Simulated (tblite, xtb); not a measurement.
ClSr, doublet, at a GFN2-xTB geometry (such geometries of metal compounds can be far from the true shape) (the spin is typed, not shown lowest). Base run: GFN1-xTB (xtb).

Geometry (Å):
```xyz
2

Sr     0.0000     0.0000    -0.7622
Cl     0.0000     0.0000     1.7037
```
Charge 0, spin multiplicity 2.
All else is at xtb's defaults.
Base energy -4.83753 Eh.

Programs used: tblite, xtb; a row that names a program was run with it.

Variants of this job, named by their change:

```json
[
 {"change": "base", "ΔE vs base (mEh)": "0.000", "dipole (D)": "9.37", "G_solv (kcal/mol)": "-", "SCF cycles": "8"},
 {"change": "program = tblite; method = gfn1; option = --grad", "ΔE vs base (mEh)": "0.000", "dipole (D)": "-", "G_solv (kcal/mol)": "-", "SCF cycles": "-"},
 {"change": "etemp = 5000", "ΔE vs base (mEh)": "-2.164", "dipole (D)": "9.20", "G_solv (kcal/mol)": "-", "SCF cycles": "9"},
 {"change": "program = tblite; method = gfn1; option = --spin-polarized", "ΔE vs base (mEh)": "-4.568", "dipole (D)": "-", "G_solv (kcal/mol)": "-", "SCF cycles": "-"},
 {"change": "program = tblite; method = gfn1; option = (--guess, eeq)", "ΔE vs base (mEh)": "0.000", "dipole (D)": "-", "G_solv (kcal/mol)": "-", "SCF cycles": "-"},
 {"change": "alpb = benzene", "ΔE vs base (mEh)": "-33.974", "dipole (D)": "9.66", "G_solv (kcal/mol)": "-21.67", "SCF cycles": "8"},
 {"change": "gbsa = thf", "ΔE vs base (mEh)": "-54.469", "dipole (D)": "9.75", "G_solv (kcal/mol)": "-34.81", "SCF cycles": "8"},
 {"change": "alpb = dmso", "ΔE vs base (mEh)": "-82.733", "dipole (D)": "9.74", "G_solv (kcal/mol)": "-52.51", "SCF cycles": "8"},
 {"change": "acc = 0.1", "ΔE vs base (mEh)": "0.000", "dipole (D)": "9.37", "G_solv (kcal/mol)": "-", "SCF cycles": "10"},
 {"change": "etemp = 3000", "ΔE vs base (mEh)": "-0.141", "dipole (D)": "9.36", "G_solv (kcal/mol)": "-", "SCF cycles": "9"},
 {"change": "file = coord", "ΔE vs base (mEh)": "0.000", "dipole (D)": "9.37", "G_solv (kcal/mol)": "-", "SCF cycles": "8"}
]
```

ALPB and GBSA are two models with their own fitted parameters for each solvent, which aren't always the measured dielectric constant.
